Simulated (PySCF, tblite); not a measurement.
Isomers of C2H11NO3Si3, one GFN2-xTB conformer each. Single-point energies are computed at PBE0/pcSseg-1 (PySCF, gas phase, no added dispersion term), electronic only.

| SMILES | GFN2-xTB relative energy (kcal/mol) |
| --- | --- |
| N[SiH]1OC[SiH2]O[SiH2]CO1 | 87.8 |
| CO[Si@@]1(O)OC[SiH2]N1[SiH3] | 90.1 |
| CC[Si@@H]1O[SiH2]O[Si@H](N)O1 | 1.0 |
| N[Si@@]1(O[SiH3])CC[Si@H](O)O1 | 53.9 |
| CN[Si]1(C)O[SiH2]O[SiH2]O1 | 2.7 |
| CN[Si@@H]1O[SiH2]O[Si@@H](C)O1 | 0.0 |

Conformers: `[NH2:1][SiH:2]1[O:3][CH2:4][SiH2:5][O:6][SiH2:7][CH2:8][O:9]1` with H–N1–Si2–O3 -6° and 132°, N1–Si2–O3–C4 161°, Si2–O3–C4–Si5 96°, O3–C4–Si5–O6 -59°, C4–Si5–O6–Si7 57°; `[CH3:1][O:2][Si@@:3]1([OH:4])[O:5][CH2:6][SiH2:7][N:8]1[SiH3:9]` with C1–O2–Si3–O4 32°, O2–Si3–O4–H 172°; `[CH3:1][CH2:2][Si@@H:3]1[O:4][SiH2:5][O:6][Si@H:7]([NH2:8])[O:9]1` with C1–C2–Si3–O4 -62°, O6–Si7–N8–H -170° and 54°; `[NH2:1][Si@@:2]1([O:3][SiH3:4])[CH2:5][CH2:6][Si@H:7]([OH:8])[O:9]1` with H–N1–Si2–O3 -41° and 93°, N1–Si2–O3–Si4 -155°, C6–Si7–O8–H -142°, N1–Si2–C5–C6 100°, Si2–C5–C6–Si7 26°, C5–C6–Si7–O8 90°, C6–Si7–O9–Si2 16°; `[CH3:1][NH:2][Si:3]1([CH3:4])[O:5][SiH2:6][O:7][SiH2:8][O:9]1` with C1–N2–Si3–C4 -55°; `[CH3:1][NH:2][Si@@H:3]1[O:4][SiH2:5][O:6][Si@@H:7]([CH3:8])[O:9]1` with C1–N2–Si3–O4 179°, N2–Si3–O4–Si5 -126°, Si3–O4–Si5–O6 6°, O4–Si5–O6–Si7 6°, Si5–O6–Si7–C8 -130°.

What does PBE0/pcSseg-1 give for the same structures?

| SMILES | PBE0/pcSseg-1 E (Eh) | PBE0/pcSseg-1 (kcal/mol) | GFN2-xTB (kcal/mol) | point group |
| --- | --- | --- | --- | --- |
| CC[Si@@H]1O[SiH2]O[Si@H](N)O1 | -1231.20877 | 0.0 | 1.0 | C1 |
| CN[Si@@H]1O[SiH2]O[Si@@H](C)O1 | -1231.20027 | 5.3 | 0.0 | C1 |
| CN[Si]1(C)O[SiH2]O[SiH2]O1 | -1231.19845 | 6.5 | 2.7 | C1 |
| N[Si@@]1(O[SiH3])CC[Si@H](O)O1 | -1231.16221 | 29.2 | 53.9 | C1 |
| CO[Si@@]1(O)OC[SiH2]N1[SiH3] | -1231.08284 | 79.0 | 90.1 | C1 |
| N[SiH]1OC[SiH2]O[SiH2]CO1 | -1231.07102 | 86.4 | 87.8 | – |

GFN2-xTB puts CN[Si@@H]1O[SiH2]O[Si@@H](C)O1 lowest instead; measured from each level's own lowest isomer, the values differ by up to 24.7 kcal/mol (N[Si@@]1(O[SiH3])CC[Si@H](O)O1: 53.9 against 29.2). Neighbours under 2.5 kcal/mol apart (CN[Si@@H]1O[SiH2]O[Si@@H](C)O1 and CN[Si]1(C)O[SiH2]O[SiH2]O1) can change places with a better method, another conformer or zero-point energy.

Which frontier levels, dipoles and rotational constants go with these structures?

| SMILES | HOMO (eV, PBE0/pcSseg-1) | LUMO (eV) | dipole (D) | A, B, C (MHz) |
| --- | --- | --- | --- | --- |
| CC[Si@@H]1O[SiH2]O[Si@H](N)O1 | -7.78 | 1.06 | 1.54 | 1579, 770.6, 590.5 |
| CN[Si@@H]1O[SiH2]O[Si@@H](C)O1 | -7.00 | 1.12 | 1.06 | 1461, 831.1, 586.5 |
| CN[Si]1(C)O[SiH2]O[SiH2]O1 | -6.84 | 0.81 | 1.49 | 1544, 794.5, 689.6 |
| N[Si@@]1(O[SiH3])CC[Si@H](O)O1 | -7.59 | 0.31 | 1.05 | 1298, 829.2, 633.5 |
| CO[Si@@]1(O)OC[SiH2]N1[SiH3] | -7.45 | -0.10 | 1.70 | 1248, 993.6, 683.9 |
| N[SiH]1OC[SiH2]O[SiH2]CO1 | -7.30 | 0.34 | 0.84 | 1299, 884.7, 567.8 |

What happens when harmonic zero-point energies from GFN2-xTB frequencies are added?

| SMILES | ZPE (kcal/mol) | electronic (kcal/mol) | with ZPE (kcal/mol) |
| --- | --- | --- | --- |
| CC[Si@@H]1O[SiH2]O[Si@H](N)O1 | 87.7 | 0.0 | 0.0 |
| CN[Si@@H]1O[SiH2]O[Si@@H](C)O1 | 87.4 | 5.3 | 5.0 |
| CN[Si]1(C)O[SiH2]O[SiH2]O1 | 87.1 | 6.5 | 5.8 |
| N[Si@@]1(O[SiH3])CC[Si@H](O)O1 | 85.5 | 29.2 | 27.0 |
| CO[Si@@]1(O)OC[SiH2]N1[SiH3] | 84.0 | 79.0 | 75.3 |
| N[SiH]1OC[SiH2]O[SiH2]CO1 | 84.4 | 86.4 | 83.1 |

The zero-point energies span 3.7 kcal/mol. The order is unchanged.
